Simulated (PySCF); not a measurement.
**Calcium: highly charged ions in a basis for the neutral atom**

Ca⁸⁺ [Ne] 3s2, Ca⁹⁺ [Ne] 3s1. All numbers are calculated (PySCF 2.14, the non-relativistic Hamiltonian (point nucleus), in 6-31G*). No spin-orbit coupling, so a gap to NIST mixes the basis error with missing relativistic terms.

Changed run: basis of the neutral atom used for a highly charged ion. This setting is unsound on purpose.

```
species  method  sound run (hartree)  changed run (hartree)  converged
   Ca⁸⁺     UHF              not run             -654.63204        yes
   Ca⁸⁺  M06-2X              not run             -655.13495        yes
   Ca⁸⁺   B3LYP              not run             -655.11566        yes
   Ca⁹⁺     UHF              not run             -647.87276        yes
   Ca⁹⁺  M06-2X              not run             -648.28565        yes
   Ca⁹⁺   B3LYP              not run             -648.27488        yes
```

Ionisation energy of Ca⁸⁺:

```
method  changed run (eV)      NIST (eV)
   UHF            183.93  188.54 ± 0.06
M06-2X            186.38  188.54 ± 0.06
 B3LYP            186.15  188.54 ± 0.06
```

The contracted functions were made for the neutral atom and can be too rigid for a highly charged ion.
